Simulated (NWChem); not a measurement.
System: Si2NH6OF; SMILES N[SiH2][Si@@H](O)F

The following NWChem deck was run.

```
start job
memory heap 200 mb stack 900 mb global 1100 mb
geometry units angstroms noautosym nocenter noautoz
  N     -0.536863     2.462191     0.140792
  Si     0.671817     1.264175    -0.214108
  Si    -0.031494    -0.914303     0.307189
  O     -1.485857    -1.098454    -0.474618
  F      1.026353    -2.032967    -0.238665
  H     -0.610084     2.808647     1.090960
  H     -1.460018     2.352468    -0.266386
  H      1.014384     1.295561    -1.669564
  H      1.886561     1.602648     0.588968
  H     -0.191258    -1.219390     1.764883
  H     -1.993019    -1.895412    -0.290510
end
basis spherical
  * library pcsseg-1
end
dft
  xc kt2
  iterations 150
end
property
  shielding
end
task dft property
```

Parts of the log:

```
             Northwest Computational Chemistry Package (NWChem) 7.3.0
             --------------------------------------------------------

                             Geometry "geometry" -> ""
                             -------------------------

 Output coordinates in angstroms (scale by  1.889725989 to convert to a.u.)

  No.       Tag          Charge          X              Y              Z
 ---- ---------------- ---------- -------------- -------------- --------------
    1 N                    7.0000    -0.53686300     2.46219100     0.14079200
    2 Si                  14.0000     0.67181700     1.26417500    -0.21410800
    3 Si                  14.0000    -0.03149400    -0.91430300     0.30718900
    4 O                    8.0000    -1.48585700    -1.09845400    -0.47461800
    5 F                    9.0000     1.02635300    -2.03296700    -0.23866500
    6 H                    1.0000    -0.61008400     2.80864700     1.09096000
    7 H                    1.0000    -1.46001800     2.35246800    -0.26638600
    8 H                    1.0000     1.01438400     1.29556100    -1.66956400
    9 H                    1.0000     1.88656100     1.60264800     0.58896800
   10 H                    1.0000    -0.19125800    -1.21939000     1.76488300
   11 H                    1.0000    -1.99301900    -1.89541200    -0.29051000

 Effective nuclear repulsion energy (a.u.)     302.7540551722

                              NWChem Property Module
                              ----------------------

  itol2e modified to match energy
  convergence criterion.

                                 NWChem DFT Module
                                 -----------------

 Summary of "ao basis" -> "ao basis" (spherical)
 ------------------------------------------------------------------------------
       Tag                 Description            Shells   Functions and Types
 ---------------- ------------------------------  ------  ---------------------
 N                          pcsseg-1                 7       17   3s3p1d
 Si                         pcsseg-1                10       24   4s5p1d
 O                          pcsseg-1                 7       17   3s3p1d
 F                          pcsseg-1                 7       17   3s3p1d
 H                          pcsseg-1                 3        5   2s1p

  itol2e modified to match energy
  convergence criterion.

            General Information
            -------------------
          SCF calculation type: DFT
          Wavefunction type:  closed shell.
          No. of atoms     :    11
          No. of electrons :    58
           Alpha electrons :    29
            Beta electrons :    29
          Charge           :     0
          Spin multiplicity:     1
          Use of symmetry is: off; symmetry adaption is: off
          Maximum number of iterations: 150
          AO basis - number of functions:   129
                     number of shells:    59
          Convergence on energy requested:  1.00D-07
          Convergence on density requested:  1.00D-05
          Convergence on gradient requested:  5.00D-04

              XC Information
              --------------
                          KT2 Method XC Functional
                        Slater Exchange Functional  1.072 local
                           KT1 gradient correction  1.000 non-local
            Perdew 1991 LDA Correlation Functional  0.577 local

[...]

          -----------------------------------------
          Chemical Shielding Tensors (GIAO, in ppm)
          -----------------------------------------

                                NWChem CPHF Module
                                ------------------

  scftype          =     RHF
  nclosed          =       29
  nopen            =        0
  variables        =     2900
  # of vectors     =        3
  tolerance        = 0.10D-03
  level shift      = 0.00D+00
  max iterations   =       50
  max subspace     =       30

 SCF residual:    2.0909462815796018E-005

Iterative solution of linear equations
  No. of variables     2900
  No. of equations        3
  Maximum subspace       30
        Iterations       50
       Convergence  1.0D-04

   iter   nsub   residual    time
   ----  ------  --------  ---------
     1      3    7.46D-06     137.6

      Atom:    1  N
        Diamagnetic
    324.7055    -10.9633      1.3147
    -10.9633    315.3902      9.6012
      1.3147      9.6012    316.2251

        Paramagnetic
    -46.2615     15.5756     30.3952
     15.5756    -72.1020     13.8413
     30.3952     13.8413    -18.8469

        Total Shielding Tensor
    278.4440      4.6123     31.7098
      4.6123    243.2882     23.4425
     31.7098     23.4425    297.3782

           isotropic =     273.0368
          anisotropy =      80.4586

          Principal Components and Axis System
                 1           2           3
              326.6758    259.3258    233.1088

      1         0.5482      0.8105      0.2066
      2         0.2543     -0.3968      0.8820
      3         0.7968     -0.4309     -0.4236

      Atom:    2  Si
        Diamagnetic
    882.9800     -1.0268     -0.8639
     -1.0268    887.2138      0.0877
     -0.8639      0.0877    879.6625

        Paramagnetic
   -444.4805    -48.9345    -22.7978
    -48.9345   -461.4257      0.8348
    -22.7978      0.8348   -501.6150

        Total Shielding Tensor
    438.4995    -49.9614    -23.6617
    -49.9614    425.7881      0.9225
    -23.6617      0.9225    378.0476

           isotropic =     414.1117
          anisotropy =     107.3894

          Principal Components and Axis System
                 1           2           3
              485.7046    393.4337    363.1968

      1         0.7554      0.4228      0.5007
      2        -0.6325      0.6702      0.3883
      3        -0.1714     -0.6100      0.7737

      Atom:    3  Si
        Diamagnetic
    883.2464     -0.9463      0.4580
     -0.9463    884.9827      0.5518
      0.4580      0.5518    877.1809

        Paramagnetic
   -526.0758      8.8051      2.4744
      8.8051   -506.2715     -6.0944
      2.4744     -6.0944   -529.8646

        Total Shielding Tensor
    357.1706      7.8588      2.9323
      7.8588    378.7112     -5.5425
      2.9323     -5.5425    347.3163

           isotropic =     361.0660
          anisotropy =      31.1558

          Principal Components and Axis System
                 1           2           3
              381.8365    356.6230    344.7386

      1         0.2872      0.8880     -0.3591
      2         0.9493     -0.2138      0.2306
      3        -0.1280      0.4071      0.9044

      Atom:    4  O
        Diamagnetic
    402.2921     12.5961     10.3381
     12.5961    390.5346     -0.3221
     10.3381     -0.3221    380.3417

        Paramagnetic
   -137.4112    -48.2789     -5.0396
    -48.2789   -137.0612     47.7459
     -5.0396     47.7459   -117.9732

        Total Shielding Tensor
    264.8810    -35.6829      5.2986
    -35.6829    253.4734     47.4237
      5.2986     47.4237    262.3684

           isotropic =     260.2409
          anisotropy =      82.4772

          Principal Components and Axis System
                 1           2           3
              315.2257    269.0636    196.4335

      1         0.4302      0.7998      0.4186
      2        -0.6929     -0.0046      0.7210
      3        -0.5786      0.6003     -0.5522

      Atom:    5  F
        Diamagnetic
    478.8086    -12.3818     -5.1460
    -12.3818    480.1655      7.0794
     -5.1460      7.0794    467.2641

        Paramagnetic
   -109.4919     -6.4870     60.6766
     -6.4870   -202.3656     39.7067
     60.6766     39.7067   -188.6908

        Total Shielding Tensor
    369.3167    -18.8688     55.5306
    -18.8688    277.7999     46.7861
     55.5306     46.7861    278.5733

           isotropic =     308.5633
          anisotropy =     130.7714

          Principal Components and Axis System
                 1           2           3
              395.7443    316.9018    213.0439

      1         0.8986     -0.2903     -0.3291
      2         0.0299      0.7886     -0.6141
      3         0.4378      0.5420      0.7173

      Atom:    6  H
        Diamagnetic
     25.5904     -3.1856     -2.0033
     -3.1856     28.7598      8.7806
     -2.0033      8.7806     39.0792

        Paramagnetic
      1.1140      1.3327      1.9792
      1.3327      0.1916     -1.5655
      1.9792     -1.5655      0.5279

        Total Shielding Tensor
     26.7044     -1.8529     -0.0241
     -1.8529     28.9514      7.2151
     -0.0241      7.2151     39.6071

           isotropic =      31.7543
          anisotropy =      17.3079

          Principal Components and Axis System
                 1           2           3
               43.2929     27.7596     24.2104

      1        -0.0520      0.8295      0.5560
      2         0.4542     -0.4762      0.7530
      3         0.8894      0.2917     -0.3520

      Atom:    7  H
        Diamagnetic
     41.1178     -2.1092      6.7005
     -2.1092     26.3153      1.5536
      6.7005      1.5536     25.8957

        Paramagnetic
     -1.5001      1.4551      0.2484
      1.4551      0.9049      0.4398
      0.2484      0.4398      2.8821

        Total Shielding Tensor
     39.6177     -0.6541      6.9489
     -0.6541     27.2203      1.9934
      6.9489      1.9934     28.7777

[...]
```

Level: KT2/pcSseg-1, GIAO. The geometry was optimised at PBE0/def2-SVP. The printed shielding anisotropy is the first printed principal value minus the mean of the other two.
